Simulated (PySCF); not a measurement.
Electron correlation in Ge+ (germanium, charge +1)

[Ar] 3d10 4s1 4p2, high-spin 4P determinant (an excited configuration). Computed with PySCF 2.14 in x2c-TZVPPall, with the spin-free X2C one-electron Hamiltonian (Gaussian nucleus). Frozen: [Ar] 3d10; 3 electrons correlated.

```csv
level,correlation energy (mhartree)
CCSD,-11.97
(T),-0.07
CCSD(T),-12.04
CCSDT,-12.06
FCI,-12.06
```

Diagnostics: T1 = 0.0022, D1 = 0.0046, largest double amplitude 0.052, weight of the Hartree-Fock determinant in FCI 0.9899 (5984 determinants).

Cost of the coupled-cluster step: of the order of 0.5 core-seconds, for 3 correlated electrons.
